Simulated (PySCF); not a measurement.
# Ionisation energy of Ta⁺ by level of theory

Ta⁺ [Xe] 4f14 5d3 6s1 (5F) → Ta²⁺ [Xe] 4f14 5d3 (4F), as a difference of total energies. Computed with PySCF 2.14 in x2c-TZVPPall with one added diffuse shell each of s, p, d, f type (12s8p8d4f1g, 113 functions), with scalar relativity by spin-free X2C-1e. Correlated levels: valence: [Xe] 4f14 frozen. The calculations carry no spin-orbit coupling.

| method | ionisation energy (eV) |
| --- | --- |
| UHF | 14.239 |
| PBE0 | 15.320 |
| r2SCAN | 15.629 |
| MP2 (valence) | 14.579 |
| SCS-MP2 (valence) | 14.353 |

Problem. Estimate what LDA gives.

Solution. 15.883 eV, closest to r2SCAN among the rows shown.

Problem. Estimate what PBE gives.

Solution. 15.591 eV, closest to r2SCAN among the rows shown.

A first-order spin-orbit estimate (lowest level to lowest level, LS coupling) adds -0.049 eV.

Errors of the correlated levels include the incompleteness of this basis and the frozen core.

For comparison: 16.2 ± 0.5 eV (semi-empirical (NIST evaluation); NIST Atomic Spectra Database, ionization energies).
